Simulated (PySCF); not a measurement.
## Spin states and ions at one geometry of [Hg(H2O)2]2+

PySCF 2.14.0, RKS B3LYP, Hg def2-SVP with ECP60, O def2-SVP, H def2-SVP; non-relativistic Hamiltonian with scalar-relativistic core potentials where named; density fitting; no spin-orbit coupling; singlets restricted, open shells unrestricted. The geometry is relaxed for charge +2, singlet, vacuum:

```xyz
7

Hg    0.0000    0.0000    0.0000
O     0.0000    0.0000    2.0618
H     0.5726    0.5726    2.6205
H    -0.5726   -0.5726    2.6205
O     0.0000    0.0000   -2.0618
H     0.5726   -0.5726   -2.6205
H    -0.5726    0.5726   -2.6205
```

Energies count from the relaxed state; an electron taken off or put on is at rest in vacuum. Charges and spins are Mulliken's.

Question: Order these states by energy, lowest first.
A. charge +3, doublet, vacuum
B. charge +2, singlet, vacuum
C. charge +2, triplet, vacuum
D. charge +1, doublet, vacuum

Answer: D (-12.17 eV), B (0.00 eV), C (5.19 eV), A (24.86 eV).

Question: How do charge and spin on the first atom follow?

Answer: 
```json
{"state": "charge +2, singlet, vacuum", "spin squared": "0.00", "charge on Hg1 (e)": "1.21", "spin on Hg1 (e)": "0.00", "dipole about the centre of mass (D)": "0.00"}
{"state": "charge +2, triplet, vacuum", "spin squared": "2.00", "charge on Hg1 (e)": "0.77", "spin on Hg1 (e)": "0.92", "dipole about the centre of mass (D)": "0.00"}
{"state": "charge +3, doublet, vacuum", "spin squared": "0.75", "charge on Hg1 (e)": "1.44", "spin on Hg1 (e)": "0.10", "dipole about the centre of mass (D)": "6.03"}
{"state": "charge +1, doublet, vacuum", "spin squared": "0.75", "charge on Hg1 (e)": "0.51", "spin on Hg1 (e)": "0.73", "dipole about the centre of mass (D)": "0.00"}
```

With an electron taken off (doublet) the charges change, summed by element, by Hg +0.23 e, O +0.51 e, H +0.26 e. The vertical ionisation energy is 24.86 eV, against −ε(HOMO) = 21.48 eV of the relaxed state. The level lies 3.4 eV too high, as is usual for semilocal functionals and global hybrids, which keep a self-interaction error.

With an electron put on (doublet) the charges change, summed by element, by Hg -0.70 e, O +0.02 e, H -0.32 e. The vertical electron affinity is 12.17 eV, against −ε(LUMO) = 14.78 eV of the relaxed state.

Open shells may have lower solutions than those found. Hard to converge, so the more doubtful: charge +3, doublet, vacuum.
